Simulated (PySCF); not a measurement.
Input of a run (PBE0-D3(BJ)/def2-SVP geometry optimisation, gas phase (PySCF 2.14.0)), started from GFN2-xTB:
```
{"job": {"xc": "PBE0", "basis": "def2-SVP", "d3": "d3bj", "grid": 1, "kind": "geom"}, "charge": 0, "multiplicity": 1}
C     -2.253936     0.049248    -1.333303
C     -1.146383     0.639549    -0.488967
S     -0.513329    -0.709329     0.550965
O      0.154788    -1.687416    -0.262497
O     -1.552935    -1.170114     1.426492
C      0.797665     0.056891     1.623364
O      1.705401     0.779420     0.838592
C      2.441647     0.079386    -0.067214
F      3.716716     0.503044    -0.004428
F      2.026911     0.373075    -1.319758
H     -1.851172    -0.743210    -1.959458
H     -2.705248     0.808838    -1.967862
H     -3.016992    -0.376557    -0.685899
H     -1.503220     1.405132     0.193104
H     -0.318955     1.003863    -1.088177
H      1.269621    -0.756780     2.180719
H      0.325691     0.765811     2.298569
H      2.414970    -1.014534     0.054104
```

Output (energies in Eh, forces in Eh/bohr):
```
step   0  E = -979.42024682  max force = 0.026916
step   1  E = -979.42567215  max force = 0.008782
step   2  E = -979.42618091  max force = 0.003551
step   3  E = -979.42628692  max force = 0.001521
step   4  E = -979.42632243  max force = 0.000944
step   5  E = -979.42635134  max force = 0.001212
step   6  E = -979.42640379  max force = 0.001611
step   7  E = -979.42644673  max force = 0.001389
step   8  E = -979.42650469  max force = 0.000600
step   9  E = -979.42651993  max force = 0.000880
step  10  E = -979.42652638  max force = 0.001127
step  11  E = -979.42652512  max force = 0.000767
step  12  E = -979.42652606  max force = 0.000231
optimisation converged
```

**Question.** Summarise the run.

**Answer.** The energy falls by 0.171 eV over 13 energy and gradient evaluations, the largest force component goes from 0.0269 to 2.3e-04 Eh/bohr, and the atoms move by 0.153 Å rms after alignment. The bond that changes most is S3–C6 (sulfonyl sulfur to sp3 carbon bound to oxygen), which shortens by 0.040 Å. Bonds longer at the end by more than 0.005 Å: 10 of 17; shorter: 5. Among the angles that change most is S3–C6–H16, from 107.0° to 103.4°. Among the dihedrals that turn most is C6–O7–C8–F9, from -136° to -120°. The energy rose by more than 1e-6 Eh at step 11. The first step brought 86 % of the lowering.

**Question.** What are the final bond lengths?

**Answer.** C1–C2 1.517 Å, C2–S3 1.792 Å, S3=O4 1.466 Å, S3=O5 1.460 Å, S3–C6 1.819 Å, C6–O7 1.385 Å, O7–C8 1.374 Å, C8–F9 1.337 Å, C8–F10 1.337 Å, C1–H11 1.099 Å, C1–H12 1.099 Å, C1–H13 1.099 Å, C2–H14 1.100 Å, C2–H15 1.100 Å, C6–H16 1.105 Å, C6–H17 1.098 Å, C8–H18 1.102 Å. Numbering counts from 1 in the input's order; the species is `CCS(=O)(=O)COC(F)F`.

The run used 184 basis functions and 92 SCF cycles in all. Cost: about 10 min of CPU time on one thread; the machine was shared, so the figure is rough.

Stationary, but not proved a minimum. The numbers are those of one conformer.
